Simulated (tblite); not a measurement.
C3H15BN2Si2.
Atom-mapped SMILES: `[CH2:1]=[N:2][CH2:3][CH2:4][B@@H-:5]([SiH3:6])[NH2+:7][SiH3:8]` (hydrogens: H9, H10 on C1; H11, H12 on C3; H13, H14 on C4; H15 on B5; H16, H17, H18 on Si6; H19, H20 on N7; H21, H22, H23 on Si8)
Bond orders are those of one Lewis drawing.

Computed with GFN2-xTB (tblite), gas phase: L-BFGS steps from a force-field or distance-geometry start until the largest atomic force falls under 0.01 eV/Å.

Step 42: E = -668.7614 eV
```
atom  x, y, z in Å  |  force x, y, z in eV/Å
C1      4.1003    0.7828    0.0618   -0.010  -0.024   0.091
N2      3.0719    0.9755   -0.6216   -0.037  -0.002   0.009
C3      1.9876    0.0421   -0.5442   -0.004   0.009  -0.006
C4      0.7108    0.7226   -0.0409    0.007  -0.009   0.006
B5     -0.5157   -0.3652    0.0751   -0.060   0.075   0.100
Si6    -0.9467   -0.9305    1.9321    0.143  -0.171  -0.040
N7     -1.9063    0.4624   -0.4459    0.085  -0.024   0.037
Si8    -3.1352   -0.4486   -1.3716   -0.114  -0.013  -0.033
H9      4.2252   -0.0876    0.7212    0.104   0.045   0.008
H10     4.9127    1.4976    0.0222   -0.080  -0.049  -0.029
H11     1.8118   -0.3201   -1.5614    0.009  -0.035  -0.004
H12     2.2158   -0.8210    0.1052    0.059   0.021  -0.030
H13     0.9488    1.1983    0.9173   -0.022   0.025  -0.055
H14     0.4878    1.5375   -0.7424    0.026  -0.002   0.041
H15    -0.3685   -1.2389   -0.7283   -0.061  -0.008   0.014
H16    -2.1012   -0.1525    2.4629   -0.066   0.067   0.011
H17    -1.4113   -2.3201    2.1225    0.018   0.028   0.004
H18     0.0637   -0.7467    2.9917   -0.010  -0.024  -0.093
H19    -2.2883    0.8514    0.4097    0.002   0.086  -0.008
H20    -1.5287    1.2349   -0.9869    0.002   0.055   0.008
H21    -3.0235   -1.8747   -1.1140    0.031   0.030   0.008
H22    -4.4137    0.0827   -0.8950   -0.050  -0.006  -0.010
H23    -2.9021   -0.0546   -2.7596    0.027  -0.073  -0.029
```

Step 43: E = -668.7662 eV
```
atom  x, y, z in Å  |  force x, y, z in eV/Å
C1      4.1088    0.7938    0.0590   -0.040  -0.017   0.089
N2      3.0720    0.9835   -0.6127   -0.033  -0.019   0.003
C3      1.9943    0.0431   -0.5268   -0.013  -0.006  -0.016
C4      0.7089    0.7225   -0.0489    0.020   0.024   0.032
B5     -0.5163   -0.3644    0.0664   -0.026   0.035   0.061
Si6    -0.9489   -0.9485    1.9151    0.176  -0.183  -0.040
N7     -1.9011    0.4630   -0.4416    0.029  -0.012   0.003
Si8    -3.1407   -0.4475   -1.3559   -0.128  -0.010  -0.045
H9      4.2412   -0.0785    0.7144    0.124   0.054   0.011
H10     4.9157    1.5146    0.0137   -0.075  -0.063  -0.025
H11     1.8247   -0.3384   -1.5375    0.037  -0.043  -0.026
H12     2.2233   -0.8075    0.1389    0.063   0.023  -0.035
H13     0.9349    1.2130    0.9024   -0.019   0.044   0.026
H14     0.4934    1.5287   -0.7612    0.007   0.003   0.001
H15    -0.3696   -1.2292   -0.7455   -0.058  -0.046  -0.007
H16    -2.0930   -0.1565    2.4379   -0.115   0.095   0.053
H17    -1.4366   -2.3310    2.1005    0.024   0.027  -0.007
H18     0.0574   -0.7838    2.9802    0.003  -0.022  -0.081
H19    -2.2726    0.8547    0.4174   -0.022   0.092  -0.006
H20    -1.5315    1.2348   -0.9894    0.010   0.058   0.006
H21    -3.0621   -1.8714   -1.0670    0.040   0.064   0.005
H22    -4.4117    0.1201   -0.8962   -0.029  -0.015  -0.020
H23    -2.8952   -0.0878   -2.7533    0.026  -0.082   0.018
```

Step 44: E = -668.7710 eV
```
atom  x, y, z in Å  |  force x, y, z in eV/Å
C1      4.1158    0.8043    0.0578   -0.065  -0.003   0.060
N2      3.0714    0.9908   -0.6034   -0.019  -0.036   0.001
C3      2.0004    0.0439   -0.5103   -0.021  -0.021  -0.019
C4      0.7075    0.7224   -0.0559    0.022   0.046   0.048
B5     -0.5174   -0.3628    0.0597    0.015  -0.020  -0.015
Si6    -0.9484   -0.9689    1.8978    0.120  -0.112  -0.025
N7     -1.8958    0.4642   -0.4369   -0.051   0.012  -0.033
Si8    -3.1477   -0.4463   -1.3409   -0.099   0.009  -0.037
H9      4.2596   -0.0688    0.7085    0.124   0.045   0.024
H10     4.9171    1.5298    0.0048   -0.054  -0.054  -0.018
H11     1.8375   -0.3566   -1.5147    0.060  -0.041  -0.035
H12     2.2315   -0.7940    0.1704    0.058   0.016  -0.034
H13     0.9211    1.2279    0.8882   -0.010   0.058   0.099
H14     0.4995    1.5197   -0.7792   -0.011   0.007  -0.036
H15    -0.3731   -1.2198   -0.7608   -0.049  -0.071  -0.023
H16    -2.0864   -0.1592    2.4135   -0.102   0.079   0.071
H17    -1.4603   -2.3410    2.0796    0.021  -0.006  -0.016
H18     0.0519   -0.8207    2.9665    0.038  -0.021  -0.043
H19    -2.2573    0.8604    0.4247   -0.043   0.084  -0.015
H20    -1.5340    1.2357   -0.9917    0.012   0.042   0.008
H21    -3.0987   -1.8666   -1.0222    0.047   0.090   0.004
H22    -4.4102    0.1555   -0.8992   -0.017  -0.019  -0.025
H23    -2.8888   -0.1228   -2.7466    0.022  -0.083   0.060
```

Step 45: E = -668.7751 eV
```
atom  x, y, z in Å  |  force x, y, z in eV/Å
C1      4.1215    0.8132    0.0582   -0.066   0.008   0.021
N2      3.0720    0.9963   -0.5960   -0.004  -0.045   0.004
C3      2.0059    0.0448   -0.4971   -0.026  -0.030  -0.015
C4      0.7072    0.7236   -0.0610    0.015   0.049   0.047
B5     -0.5170   -0.3619    0.0545    0.037  -0.056  -0.085
Si6    -0.9462   -0.9873    1.8835    0.014  -0.003   0.000
N7     -1.8931    0.4651   -0.4338   -0.105   0.035  -0.048
Si8    -3.1564   -0.4453   -1.3291   -0.053   0.028  -0.010
H9      4.2783   -0.0587    0.7059    0.103   0.024   0.040
H10     4.9193    1.5405   -0.0044   -0.028  -0.025  -0.011
H11     1.8506   -0.3716   -1.4968    0.065  -0.029  -0.024
H12     2.2401   -0.7820    0.1956    0.043   0.005  -0.029
H13     0.9096    1.2423    0.8780   -0.002   0.053   0.117
H14     0.5044    1.5122   -0.7953   -0.018   0.001  -0.043
H15    -0.3765   -1.2138   -0.7728   -0.036  -0.075  -0.032
H16    -2.0832   -0.1608    2.3948   -0.039   0.029   0.064
H17    -1.4800   -2.3492    2.0606    0.017  -0.042  -0.021
H18     0.0475   -0.8532    2.9560    0.071  -0.020  -0.006
H19    -2.2459    0.8656    0.4304   -0.055   0.065  -0.031
H20    -1.5367    1.2368   -0.9930    0.008   0.018   0.011
H21    -3.1307   -1.8613   -0.9853    0.051   0.108   0.005
H22    -4.4105    0.1858   -0.9031   -0.012  -0.023  -0.028
H23    -2.8851   -0.1540   -2.7400    0.020  -0.077   0.077
```

Question: Estimate the geometry and energy of step 46. (The exact step hangs on the optimiser's Hessian estimate; all steps are aligned on step 45, rigid shifts and turns removed.)

Answer: E = -668.7788 eV, largest force 0.141 eV/Å
```
atom  x, y, z in Å  |  force x, y, z in eV/Å
C1      4.1239    0.8192    0.0600   -0.035   0.009  -0.012
N2      3.0719    0.9985   -0.5907    0.005  -0.038   0.004
C3      2.0089    0.0449   -0.4887   -0.018  -0.026  -0.002
C4      0.7075    0.7253   -0.0632   -0.008   0.026   0.028
B5     -0.5162   -0.3617    0.0511    0.030  -0.062  -0.123
Si6    -0.9435   -1.0011    1.8740   -0.090   0.107   0.014
N7     -1.8940    0.4673   -0.4324   -0.105   0.046  -0.041
Si8    -3.1641   -0.4440   -1.3215    0.014   0.061   0.021
H9      4.2947   -0.0509    0.7056    0.065   0.004   0.051
H10     4.9192    1.5467   -0.0112   -0.001   0.015  -0.005
H11     1.8607   -0.3820   -1.4852    0.051  -0.017  -0.020
H12     2.2470   -0.7742    0.2105    0.024  -0.018  -0.009
H13     0.9023    1.2531    0.8728    0.002   0.036   0.103
H14     0.5083    1.5068   -0.8065   -0.021  -0.004  -0.033
H15    -0.3814   -1.2106   -0.7806   -0.018  -0.066  -0.040
H16    -2.0818   -0.1616    2.3830    0.032  -0.026   0.050
H17    -1.4922   -2.3551    2.0490    0.011  -0.075  -0.025
H18     0.0465   -0.8763    2.9476    0.098  -0.018   0.026
H19    -2.2395    0.8722    0.4333   -0.065   0.041  -0.042
H20    -1.5384    1.2384   -0.9936    0.002  -0.002   0.005
H21    -3.1507   -1.8543   -0.9617    0.051   0.072   0.020
H22    -4.4108    0.2045   -0.9079   -0.046  -0.007  -0.019
H23    -2.8829   -0.1783   -2.7338    0.022  -0.061   0.050
```

The energy changes by -0.0037 eV. The first-order estimate −F·Δx gives -0.0053 eV and the mean of the old and new forces, exact on a quadratic surface, -0.0037 eV. The step makes an angle of 79° with the force vector and moves no atom by more than 0.032 Å.

The cost below is that of the whole relaxation. On an Intel Xeon at 2.50 GHz with one thread (shared host), this took 3.2 s of wall time.
